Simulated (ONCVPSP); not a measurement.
**Building the ONCV potential for Cd (PBE, scalar-relativistic).**

ONCVPSP 4.0.1 input, shortened (lines: element, Z, core and valence counts, functional; n l f; lmax; l rc ep ncon nbas qcut; lloc lpopt rc5 dvloc0; l nproj debl; icmod fcfact rcfact), PBE, scalar-relativistic:

```
  Cd 48.00    6    3        4      upf
    1    0    2.00
    2    0    2.00
    2    1    6.00
    3    0    2.00
    3    1    6.00
    3    2   10.00
    4    0    2.00
    4    1    6.00
    4    2   10.00
    2
    0    1.20    0.00    4    7    8.50
    1    1.65    0.00    5    9   10.50
    2    1.25    0.00    4    8    7.70
    4    1    0.95   -1.00
    0    1    1.90
    1    1    1.90
    2    2    1.10
    3    3.00    1.80
```

In the d channel the program set the typed energies aside and used -1.119, 0.250 Ha.

All-electron outer shells of the reference configuration (PBE, scalar-relativistic, ld1.x):

```tsv
shell	level (eV)	outermost node (bohr)	outermost maximum (bohr)
4s	-124.83	0.43	0.79
4p	-85.90	0.43	0.84
4d	-30.44	0.42	0.98
```

Question: Estimate the cutoffs (Ha) at which the residual kinetic energy of the hardest occupied pseudo-wave falls to 1 and 0.1 mHa per electron.

Answer: 48 Ha and 138 Ha.

Question: What does a ghost test show?

Answer: No bound ghost flagged; no localised positive-energy state flagged.

Question: Which valence shell sets the plane-wave cutoff?

Answer: 4d: 48 Ha for 1 mHa per electron, against 34 Ha for 4s.

Question: Tests: 4s2 4p6 4d10 5s2; 4s2 4p6 4d10 5s1; 4s2 4p6 4d9; 4s2 4p6 4d10 5s1 5p1. Which has the largest error in its energy relative to the reference configuration, and how large is it?

Answer: 4s2 4p6 4d10 5s2, with +1271 meV (all-electron minus pseudo) on -26.40 eV.
